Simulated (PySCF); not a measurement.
Compound: C5HF3O (charge -1 and doublet state).
Z-matrix (Å and degrees, GFN2-xTB geometry), rows numbered from 1:
```
O 
C   1  1.2168
C   2  1.3771  1  152.35
C   3  1.4136  2   63.10  1   179.71
C   4  1.3596  2  156.00  3   175.15
F   5  1.3868  4  118.16  2     8.46
C   5  1.4120  4  126.77  2   174.53
F   7  1.3753  5  117.58  4    26.11
F   7  1.3779  5  120.19  4   159.62
H   3  1.0652  2  153.42  4   176.48
```

The hyperfine couplings belong to this conformer and change with its torsions.

The species is `[O-][C]1C=C1C(F)=C(F)F` [radical] (charge -1).

Computed with UKS B3LYP, pcH-1 on C F H O, non-relativistic, mean-field spin-orbit, GIAO in PySCF. Whether the extra electron is bound in the gas phase wasn't checked; a finite basis holds it in any case. Couplings are sensitive to structure, and on GFN2-xTB geometries they can be far from those on DFT ones, by a factor of two or more for some ions and for spin on atoms past the first row. No stability test was run, so a lower SCF solution isn't excluded.

**Question.** The isotropic 13C couplings are +322.9, +16.0, -9.4, +5.5, -2.7 MHz. Assign them to C2; C3; C4; C5; C7.

**Answer.** 
| site | a_iso (MHz) | ρ(0) (bohr⁻³) | position | distance from C7 (Å) | spin population | largest \|T\| (MHz) |
| --- | --- | --- | --- | --- | --- | --- |
| C2 | -9.4 | -0.0084 | 3 bonds from C7 | 3.94 | -0.02 | 2.0 |
| C3 | +16.0 | +0.0143 | 3 bonds from C7 | 3.41 | +0.22 | 35.7 |
| C4 | +5.5 | +0.0049 | 2 bonds from C7 | 2.48 | +0.16 | 29.3 |
| C5 | -2.7 | -0.0024 | 1 bond from C7 | 1.41 | 0.00 | 18.2 |
| C7 | +322.9 | +0.2872 | largest spin population | 0.00 | +0.59 | 111.4 |

**Question.** Match the computed a_iso(19F) values +301.8, +224.9, +1.1 MHz with the sites F6; F8; F9.

**Answer.** 
| site | a_iso (MHz) | ρ(0) (bohr⁻³) | position | distance from C7 (Å) | bound to | spin population there | largest \|T\| (MHz) |
| --- | --- | --- | --- | --- | --- | --- | --- |
| F6 | +1.1 | +0.0003 | 2 bonds from C7 | 2.34 | C5 | 0.00 | 8.7 |
| F8 | +224.9 | +0.0535 | 1 bond from C7 | 1.38 | C7 | +0.59 | 259.6 |
| F9 | +301.8 | +0.0717 | 1 bond from C7 | 1.38 | C7 | +0.59 | 300.1 |

ρ(0) is the spin density at the nucleus and T the dipolar tensor. The Mulliken spin populations are largest on C7 (+0.59), C3 (+0.22) and C4 (+0.16). Three atoms exceed +0.15. The angles at C7 add up to 344.9°, so it is pyramidal.

C2, the radical centre as drawn in `[O-][C]1C=C1C(F)=C(F)F`, holds a spin population of -0.02 out of 1.
